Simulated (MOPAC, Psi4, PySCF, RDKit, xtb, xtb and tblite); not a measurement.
Two geometries of SMILES CCc1ccc([SiH3])cc1, relaxed at GFN2-xTB with one dihedral held; other torsions can differ between them too.

Structure A

```
21

C      3.0967     0.4383     0.7205
C      2.3940     0.3197    -0.6334
C      0.9172     0.1179    -0.4485
C      0.0261     1.1747    -0.5832
C     -1.3279     0.9858    -0.3812
C     -1.8424    -0.2613    -0.0378
Si    -3.6943    -0.4949     0.2226
C     -0.9420    -1.3144     0.0940
C      0.4126    -1.1309    -0.1075
H      2.9391    -0.4617     1.3104
H      2.7013     1.2848     1.2779
H      4.1662     0.5814     0.5836
H      2.5747     1.2257    -1.2152
H      2.8148    -0.5270    -1.1813
H      0.3985     2.1547    -0.8497
H     -2.0024     1.8238    -0.4930
H     -4.3989    -0.2526    -1.0402
H     -3.9459    -1.8635     0.6776
H     -4.1675     0.4607     1.2285
H     -1.3099    -2.2964     0.3578
H      1.0901    -1.9675    -0.0034
```

Structure B

```
21

C     -3.1879     0.4727     0.6807
C     -2.3840     0.2953    -0.6050
C     -0.9054     0.1183    -0.3847
C     -0.4010    -0.6508     0.6576
C      0.9617    -0.7988     0.8314
C      1.8763    -0.1890    -0.0227
Si     3.7296    -0.3998     0.2452
C      1.3642     0.5774    -1.0645
C      0.0021     0.7308    -1.2410
H     -3.1871    -0.4352     1.2777
H     -2.7719     1.2803     1.2793
H     -4.2208     0.7167     0.4419
H     -2.5410     1.1635    -1.2493
H     -2.7645    -0.5803    -1.1426
H     -1.0758    -1.1477     1.3387
H      1.3263    -1.4031     1.6510
H      4.1138     0.2244     1.5151
H      4.4494     0.2369    -0.8592
H      4.0531    -1.8287     0.2948
H      2.0444     1.0663    -1.7484
H     -0.3654     1.3364    -2.0587
```

Question: Which is lower in energy at the level Psi4 with B3LYP-D3(BJ)/def2-SVP // GFN2-xTB, and by how much?

Answer: A is lower, by 0.76 kcal/mol (dihedral C1–C2–C3–C4: 100° in A, 40° in B).

E(B) − E(A) in kcal/mol at the other levels, on the same two geometries: GFN2-xTB (xtb and tblite) 1.05; MMFF94 // GFN2-xTB (RDKit) 0.90; B3LYP/def2-SVP // GFN2-xTB (Psi4) 0.72; PBE/def2-SVP // GFN2-xTB (Psi4) 0.65; PBE-D3(BJ)/def2-SVP // GFN2-xTB (Psi4) 0.67; UFF // GFN2-xTB (RDKit) 2.62; PM7, restricted, heats of formation // GFN2-xTB (MOPAC) 0.70; PM3, restricted, heats of formation // GFN2-xTB (MOPAC) 0.73; GFN1-xTB // GFN2-xTB (xtb) 0.82; restricted B3LYP/6-31G*, spherical d, density fitting // GFN2-xTB (PySCF) 0.80; restricted B3LYP/3-21G, density fitting // GFN2-xTB (PySCF) 1.10; restricted Hartree-Fock/6-31G*, spherical d, density fitting // GFN2-xTB (PySCF) 1.03; restricted Hartree-Fock/3-21G, density fitting // GFN2-xTB (PySCF) 1.45.
